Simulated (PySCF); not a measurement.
All values below come from PySCF 2.14.0 with CAM-B3LYP-D3(BJ)/def2-TZVP. Isolated molecules, 0 K electronic values unless said otherwise. One relaxed conformer stands for a flexible species; it need not be the lowest. Excitations are Tamm–Dancoff values on a coarser integration grid. The basis has no diffuse functions, so Rydberg states are missing or too high.

Reference species (SMILES): `[SiH3]/C=C\C=C/Cl` (C–C–C–C torsion 180°) (neutral, multiplicity 1).

| Property | Result |
|---|---|
| S1 oscillator strength | 0.898 |
| S1 excitation (TDA) | 5.51 eV |
| HOMO | -8.17 eV |

Changed species: `C=C/C([SiH3])=C\Cl` (C–C–C–Si torsion 0°).

**Question.** Predict the effect on the S1 oscillator strength, S1 excitation (TDA) and HOMO.

**Answer.** the S1 oscillator strength falls by 0.202, to 0.696; the S1 excitation (TDA) rises by 0.35 eV, to 5.86 eV; the HOMO falls by 0.06 eV, to -8.23 eV.
